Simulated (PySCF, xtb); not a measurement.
CH₅F₂NOSi, SMILES CO[Si](N)(F)F. One conformer was computed; it need not be the lowest.

Harmonic wavenumbers (cm⁻¹) from GFN2-xTB in xtb at its own minimum, in rising order: 73, 76, 136, 175, 195, 234, 264, 292, 352, 498, 714, 791, 873, 904, 982, 1131, 1142, 1199, 1415, 1473, 1479, 1502, 2968, 2978, 2998, 3494, 3528.

**Question.** What does PySCF with B3LYP-D3(BJ)/def2-SVP give at its own minimum? (Estimate from the structure and the level; the computed values follow.)

**Answer.** 68, 97, 157, 179, 243, 317, 336, 357, 391, 412, 716, 791, 911, 964, 978, 1159, 1181, 1221, 1474, 1479, 1481, 1535, 3008, 3085, 3115, 3585, 3679. Paired by order, the mean absolute difference is 46 cm⁻¹ and the zero-point energies are 45.6 and 47.1 kcal/mol.
